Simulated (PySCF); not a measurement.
## C₆ coefficients of unlike pairs at PBE

Calculated with PySCF 2.14 from the dipole response of each species, C₆(A,B) = (3/π) ∫ α_A(iu) α_B(iu) du, in atomic units, from isotropic polarisabilities. For ions this is the dispersion term alone; charge-induced terms of lower order in 1/R come first.

```json
{"species": "F⁺", "configuration": "[He] 2s2 2p4 (3P)", "basis": "dyall-av3z (15s9p3d2f)", "relativity": "none", "α (bohr³)": "1.858", "C₆ (like pair)": "3.494"}
{"species": "C²⁺", "configuration": "[He] 2s2 (1S)", "basis": "dyall-acv3z (15s9p4d2f)", "relativity": "spin-free X2C", "α (bohr³)": "4.210", "C₆ (like pair)": "6.477"}
{"species": "Zn²⁺", "configuration": "[Ar] 3d10 (1S)", "basis": "aug-cc-pVQZ-PP with ECP10MDF (7s7p6d4f3g2h)", "relativity": "core potential", "α (bohr³)": "2.878", "C₆ (like pair)": "7.613"}
{"species": "Bi³⁺", "configuration": "[Xe] 4f14 5d10 6s2 (1S)", "basis": "def2-QZVPPD with the def2 core potential (60 electrons) (8s6p5d4f1g)", "relativity": "core potential", "α (bohr³)": "9.619", "C₆ (like pair)": "58.72"}
```

Q: Estimate C₆ for Zn²⁺ with F⁺.

A: The integral gives 5.140. The combination rule 2 C_A C_B / (C_A α_B/α_A + C_B α_A/α_B) gives 5.151 and the geometric mean 5.157.

No spin-orbit coupling is included.

The other pairs:

```
      pair     C₆
Bi³⁺, Zn²⁺  20.85
   C²⁺, F⁺  4.250
  Bi³⁺, F⁺  14.14
 Bi³⁺, C²⁺  18.59
 Zn²⁺, C²⁺  6.273
```
